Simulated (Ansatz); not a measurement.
Cost and result up the ladder for MoN(NH2)3 (MoN₄H₆) (11 atoms). Charge 0, multiplicity 1. Geometry: PBE-D4/def2-SVP.

Cartesian coordinates in Å:
```
Mo -0.312 -0.013 -0.136
N -1.823 -0.076 -0.793
N -0.537 -0.677 1.693
H -1.421 -0.986 2.106
H 0.219 -0.766 2.381
N 0.194 1.876 -0.233
H 1.086 2.262 0.096
H -0.388 2.625 -0.618
N 0.774 -1.181 -1.272
H 1.775 -1.365 -1.137
H 0.433 -1.699 -2.086
```

Ansatz on 2 threads of Intel Xeon 6975P-C on a shared host. Times are rough, and most runs start from the orbitals of an earlier one. No level here is sound enough to serve as a yardstick. Binding counts from free atoms at the same level (Mo septet, N quartet, H doublet; other spins of the atoms weren't run), without zero-point energy or a counterpoise term.

In the def2 sets Mo takes a core potential; there is no spin–orbit coupling. B3LYP takes the VWN-RPA correlation. HSE06 is defined as in plane-wave codes, on full-range PBE exchange.

Run but left out: HF/STO-3G, BHLYP-D4/def2-TZVP, B2PLYP/def2-TZVP, PBE-QIDH/def2-TZVP (restricted singlet, unstable in another Hartree–Fock run and untested here); HF/def2-TZVP, CCSD(T)/def2-TZVP (restricted singlet, unstable towards broken spin symmetry).

```tsv
level	functions	wall time	binding energy per atom (eV)	remarks
LDA (SPW92)/def2-TZVP	200	1.1 s	4.42	restricted SCF unstable in HF
PBE-D4/def2-SVP	117	1.4 s	3.91	restricted SCF unstable in HF
revPBE-D4/def2-TZVP	200	2.1 s	3.77	restricted SCF unstable in HF
BLYP-D4/def2-TZVP	200	2.1 s	3.89	restricted SCF unstable in HF
PBE-D4/def2-TZVPD	242	2.5 s	3.90	restricted SCF unstable in HF
B3LYP-D4/def2-TZVP	200	2.6 s	3.75	restricted SCF unstable in HF
HSE06-D4/def2-TZVP	200	2.8 s	3.64	restricted SCF unstable in HF
CAM-B3LYP-D4/def2-TZVP	200	3.1 s	3.72	restricted SCF unstable in HF
PBE0-D4/def2-TZVPD	242	3.3 s	3.64	restricted SCF unstable in HF
r2SCAN0-D4/def2-TZVP	200	3.8 s	3.46	restricted SCF unstable in HF
PBE0-D4/def2-TZVP (with forces)	200	3.9 s	3.64	restricted SCF unstable in HF
r2SCAN-D4/def2-TZVP (with forces)	200	4.1 s	3.65	restricted SCF unstable in HF
B97M-V/def2-TZVP	200	6 s	3.65	restricted SCF unstable in HF
ωB97M-V/def2-TZVP	200	7.5 s	3.67	restricted SCF unstable in HF
```
